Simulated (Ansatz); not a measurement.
Relaxation of C₂H₁₀OSi (14 atoms, charge 0, multiplicity 1), to a largest force component of 0.03 eV/Å in at most 50 steps.

Level of theory: Ansatz 0.2.0, RKS BLYP/def2-SVP.

```xyz
14
Properties=species:S:1:pos:R:3
Si -0.351 0.455 0.371
H 1.878 -0.756 -0.641
C -0.540 -1.351 0.898
C -0.478 0.704 -1.500
H -1.485 1.223 1.007
H 2.283 -0.322 -0.264
O 1.112 1.159 1.002
H -1.565 -1.704 0.662
H -0.396 -1.443 1.994
H 0.178 -2.034 0.406
H -1.503 0.452 -1.842
H -0.291 1.766 -1.761
H 0.236 0.087 -2.078
H 0.922 1.763 1.745
```

Where does it end, and by what steps?

It converged. The force dipped under the threshold on the way, but the program's further checks kept it going. After 23 steps the energy has fallen by 0.361 eV; H2 moved furthest, 2.27 Å.

```
step  energy less start (eV)  largest force component (eV/Å)  accepted
   0                  0.0000                           1.701       yes
   1                 -0.1534                           0.528       yes
   2                 -0.2019                           0.496       yes
   3                 -0.2505                           0.347       yes
   4                 -0.2430                           0.702        no
   5                 -0.2704                           0.136       yes
   6                 -0.2833                           0.123       yes
   7                 -0.3002                           0.221       yes
   8                 -0.3037                           0.885       yes
   9                 -0.3240                           0.467       yes
  10                 -0.3268                           0.235       yes
  11                 -0.3421                           0.132       yes
  12                 -0.3484                           0.259       yes
  13                 -0.3502                           0.285       yes
  14                 -0.3540                           0.130       yes
  15                 -0.3573                           0.058       yes
  16                 -0.3590                           0.111       yes
  17                 -0.3597                           0.104       yes
  18                 -0.3604                           0.080       yes
  19                 -0.3608                           0.041       yes
  20                 -0.3609                           0.008       yes
  21                 -0.3610                           0.011       yes
  22                 -0.3610                           0.014       yes
  23                 -0.3611                           0.022       yes
```

```xyz
14
Properties=species:S:1:pos:R:3
Si -0.550 0.471 0.348
H 4.067 -0.239 -0.314
C -1.016 -1.270 0.939
C -0.865 0.687 -1.499
H -1.357 1.476 1.135
H 3.346 -0.002 -0.192
O 1.108 0.780 0.565
H -2.100 -1.460 0.788
H -0.805 -1.407 2.021
H -0.452 -2.047 0.383
H -1.939 0.537 -1.737
H -0.579 1.704 -1.835
H -0.278 -0.045 -2.091
H 1.421 0.814 1.488
```

The run took 30 s on 2 threads of AMD EPYC 9R14 (Zen 4) (shared host), peak memory 0.16 GiB.
